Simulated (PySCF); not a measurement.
**H₂IrS, doublet: molecular constants**

Method: UPBE0 in PySCF with Ir def2-TZVP with ECP60, S def2-TZVP, H def2-TZVP; scalar-relativistic core potentials, no spin–orbit coupling; density-fitted integrals.

The structure is a minimum.

| Quantity | Value |
| --- | --- |
| Point group | C1 |
| Bond lengths | Ir–H 1.540 Å (×2), Ir–S 2.079 Å |
| Bond angles | H–Ir–H 78.2°, H–Ir–S 99.7°, H–Ir–S 102.8° |
| Rotational constants | 3.702, 0.1391, 0.1383 cm⁻¹ |
| Enthalpy at 298.15 K above 0 K | 13.24 kJ/mol |
| Heat capacity Cp at 298.15 K | 54.4 J/(mol K) |
| Rotational symmetry number | 1 |
| Spin squared ⟨S²⟩ | 0.765 |
| Lowest empty level (β) | -3.83 eV |
| Entropy at 298.15 K and 1 bar (electronic part: spin only) | 298.9 J/(mol K) |
| Highest occupied level (β) | -6.19 eV |
| Zero-point energy | 40.3 kJ/mol |
| Dipole moment | 2.32 D |
| Atomisation energy without zero-point energy | 1016 kJ/mol |
| Principal quadrupole moments (Buckingham, traceless) about the centre of mass | -1.30, 0.55, 0.75 D Å |
| Principal polarisabilities | 48.6, 49.2, 77.6 bohr³ |

Harmonic modes (masses in u: Ir 192.963, S 31.972, H 1.008):
```json
{"symmetry": "a", "ω (cm⁻¹)": "84", "IR (km/mol)": "21.0", "type": "bend"}
{"symmetry": "a", "ω (cm⁻¹)": "494", "IR (km/mol)": "29.7", "type": "bend"}
{"symmetry": "a", "ω (cm⁻¹)": "555", "IR (km/mol)": "7.2", "type": "bend"}
{"symmetry": "a", "ω (cm⁻¹)": "777", "IR (km/mol)": "21.2", "type": "bend"}
{"symmetry": "a", "ω (cm⁻¹)": "2404", "IR (km/mol)": "6.7", "type": "stretch"}
{"symmetry": "a", "ω (cm⁻¹)": "2433", "IR (km/mol)": "28.3", "type": "stretch"}
```

Charges (e):
| atom | Mulliken | Löwdin | polar tensor | spin (Mulliken) | Mayer order to Ir1 |
| --- | --- | --- | --- | --- | --- |
| Ir1 | 0.20 | -0.12 | 0.42 | 0.46 | – |
| S2 | -0.26 | 0.08 | -0.34 | 0.57 | 1.96 |
| H3 | 0.03 | 0.01 | -0.04 | -0.01 | 0.92 |
| H4 | 0.03 | 0.02 | -0.04 | -0.01 | 0.93 |

Mulliken populations on Ir1 (electrons outside its core potential): s 2.77, p 6.29, d 7.72, f 0.02.

Outer orbital energies (eV). α occupied: -11.60, -11.19, -10.55, -10.25, -9.73, -8.26, -7.01, -6.46; empty: -2.99, -1.75, -1.43, 2.03. β occupied: -18.99, -11.57, -11.06, -10.33, -9.52, -8.92, -8.05, -6.19; empty: -3.83, -2.76, -1.37, -1.29.

This need not be the most stable arrangement of these atoms. With open d or f shells other occupations or spin states may lie lower. No spin–orbit coupling is included, which matters more the heavier the element.

The final relaxation and frequency run took of the order of 4 core-minutes on a shared host.
